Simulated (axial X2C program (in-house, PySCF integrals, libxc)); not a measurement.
## Density and ELF of MnF

All values were computed with an axial X2C code built on PySCF integrals. Two-component (2c) means X2C with spin–orbit coupling and atomic mean-field two-electron Coulomb and Gaunt terms. Basis: Mn dyall-cv3z [9s10p6d3f2g], F dyall-av3z [7s6p3d2f] (cores contracted in-house); Gaussian nuclei, density fitting, unrestricted open shells. Masses: Mn 54.938 u, F 18.998 u.

PBE0, two-component, state Ω = 3 (⟨Sz⟩ = 3.00, ⟨Lz⟩ = 0.00 at PBE0); Mn at z = 0, F at z = 1.836 Å.

The maps cover the half plane through the axis: z from -2.4 to 4.2 Å along the bond, ρ from 0.15 to 2.25 Å away from it.

log10 of the density in e/bohr³:

```
 ρ\z  -2.4  -1.8  -1.2  -0.6   0.0   0.6   1.2   1.8   2.4   3.0   3.6   4.2
0.15  -2.8  -2.2  -1.6  -0.3   1.4  -0.3  -0.6   0.6  -0.5  -1.9  -3.1  -4.2
0.45  -2.9  -2.3  -1.7  -0.7   0.2  -0.7  -0.9  -0.2  -0.8  -2.1  -3.2  -4.2
0.75  -3.0  -2.4  -1.9  -1.3  -0.7  -1.3  -1.3  -0.9  -1.4  -2.4  -3.4  -4.4
1.05  -3.1  -2.6  -2.1  -1.7  -1.5  -1.8  -1.8  -1.6  -1.9  -2.7  -3.6  -4.5
1.35  -3.3  -2.8  -2.3  -2.1  -2.0  -2.2  -2.3  -2.2  -2.5  -3.1  -3.9  -4.8
1.65  -3.5  -3.0  -2.6  -2.4  -2.4  -2.6  -2.7  -2.7  -3.0  -3.5  -4.2  -5.0
1.95  -3.7  -3.3  -2.9  -2.8  -2.8  -3.0  -3.1  -3.2  -3.5  -3.9  -4.6  -5.3
2.25  -3.9  -3.5  -3.2  -3.1  -3.1  -3.3  -3.6  -3.7  -3.9  -4.3  -5.0  -5.7
```

Electron localisation function (collinear form, no current term, damped to 0 at low density):

```
 ρ\z  -2.4  -1.8  -1.2  -0.6   0.0   0.6   1.2   1.8   2.4   3.0   3.6   4.2
0.15  0.93  0.91  0.49  0.66  0.74  0.61  0.75  0.19  0.85  0.41  0.04  0.00
0.45  0.91  0.91  0.54  0.46  0.80  0.36  0.67  0.85  0.81  0.35  0.03  0.00
0.75  0.88  0.91  0.62  0.28  0.48  0.16  0.47  0.78  0.66  0.23  0.02  0.00
1.05  0.79  0.91  0.71  0.30  0.23  0.12  0.26  0.54  0.40  0.12  0.01  0.00
1.35  0.59  0.88  0.77  0.43  0.24  0.15  0.12  0.27  0.19  0.05  0.00  0.00
1.65  0.28  0.80  0.77  0.54  0.32  0.16  0.06  0.10  0.07  0.01  0.00  0.00
1.95  0.08  0.56  0.71  0.56  0.35  0.14  0.03  0.03  0.02  0.00  0.00  0.00
2.25  0.01  0.19  0.49  0.47  0.28  0.09  0.01  0.01  0.00  0.00  0.00  0.00
```

Axial spin density in 10⁻³ e/bohr³:

```
 ρ\z  -2.4  -1.8  -1.2   -0.6    0.0    0.6   1.2   1.8  2.4  3.0  3.6  4.2
0.15   1.4   6.0  22.8  162.1  900.4  156.3  -0.8  45.3  5.5  0.4  0.1  0.0
0.45   1.3   5.3  18.6   90.5  431.0   74.3  -0.9  12.0  2.4  0.3  0.0  0.0
0.75   1.0   4.0  12.9   39.5   90.6   27.2   0.0   1.3  0.7  0.1  0.0  0.0
1.05   0.8   2.8   7.9   17.7   25.5   10.4   0.6   0.0  0.2  0.1  0.0  0.0
1.35   0.5   1.7   4.5    8.2    9.3    4.3   0.6   0.0  0.1  0.0  0.0  0.0
1.65   0.3   1.0   2.3    3.8    3.8    1.9   0.4   0.0  0.0  0.0  0.0  0.0
1.95   0.2   0.6   1.2    1.7    1.6    0.8   0.2   0.0  0.0  0.0  0.0  0.0
2.25   0.1   0.3   0.6    0.8    0.7    0.4   0.1   0.0  0.0  0.0  0.0  0.0
```

One determinant describes the state; a PBE0 search over occupations chose it and may have missed a lower one. Density functionals use the spin component along the axis (collinear). Other states lie close and PBE0, whose exact exchange favours high spin, may order them wrongly; the determinant shown need not be the ground state. The nearest other 2c determinant of the search, Ω = 2, lies 0.69 eV up at the distance of the search. With several unpaired electrons one determinant need not be a pure state. Open-shell Ω = 0 determinants with evenly filled partner blocks cannot be reached by this program, so the Ω shown need not be the lowest component.
